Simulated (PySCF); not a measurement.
**Structure revision by computed shifts**

A compound C7H14FNSi gives the data below (simulated from a calculation) and was assigned the structure `C=C(F)[Si@@H]1CC[C@@H]1N(C)C`.

13C{1H} NMR (computed): δ 115.4 (C), 85.4 (C), 56.0 (CH), 44.9 (CH3, 2C), 5.8 (CH3), 5.2 (CH3).

1H NMR (300 MHz, computed): δ 5.07 (m, 1H), 2.52 (m, 1H), 2.36 (s, 6H), 2.13 (s, 3H), 1.20 (d, 3H).

How the numbers were obtained: σ from GIAO-PBE0/pcSseg-1, coordinates at the GFN2-xTB level, in PySCF 2.14.0 with density-fitted response routines (averaged over atoms made equivalent by symmetry, fast rotation or ring inversion, a single conformation, non-relativistic, isolated molecule).

Scale: 1H (31.72 ppm), 13C (186.93 ppm) vs TMS (reference shieldings calculated alike).

Q: Compare with the shifts computed for the proposed structure, pairing carbons in order of shift.

A: Mapped SMILES: `[CH2:1]=[C:2]([F:3])[Si@@H:4]1[CH2:5][CH2:6][C@@H:7]1[N:8]([CH3:9])[CH3:10]`. Hydrogens are named by the atom that carries them.

| atom | computed for proposal | given list | difference |
| --- | --- | --- | --- |
| C2 | 182.3 | 115.4 | +66.9 |
| C1 | 116.3 | 85.4 | +30.9 |
| C7 | 64.3 | 56.0 | +8.3 |
| C9 | 46.3 | 44.9 | +1.4 |
| C10 | 46.3 | 44.9 | +1.4 |
| C6 | 30.9 | 5.8 | +25.1 |
| C5 | 5.7 | 5.2 | +0.5 |

The rms difference is 29.6 ppm and the largest +66.9 ppm at C2 (fully substituted alkene carbon). The carbon types in order of shift don't match either: C, CH2, CH, CH3, CH3, CH2, CH2 for the proposal against C, C, CH, CH3, CH3, CH3, CH3 in the data. The proposal doesn't fit.

Q: Which isomer fits?

A: `C[C@H]([Si@@H](C#CC)F)N(C)C`.

- Carbon types of the structure: 2 × C, 1 × CH, 4 × CH3, leaving 1 H on heteroatoms.
- δC 115.4, 85.4: alkyne carbon.
- δC 56.0: sp3 CH bonded to N and Si; deshielded by the electronegative neighbour.
- δC 44.9: methyl carbon bonded to N; deshielded by the electronegative neighbour.
- δC 5.8: propargylic methyl carbon; aliphatic region, no heteroatom directly attached.

The data come from this structure; uniqueness wasn't tested.

Splittings by 19F in the carbon and heteronuclear signals aren't shown, as no couplings were computed. Shifts are as computed. Against solution values, carbons near 30 ppm lie about +3 ppm off and those near 130 ppm about +5 ppm. Of 1309 compounds with measured shifts, 239 miss one by over three times the rms of a fit or turn the order of signals round; such compounds aren't used in these exercises. Multiplicities follow the n + 1 count of equivalent neighbours, as no J values were calculated; m marks all less simple cases, F and P coupling included.
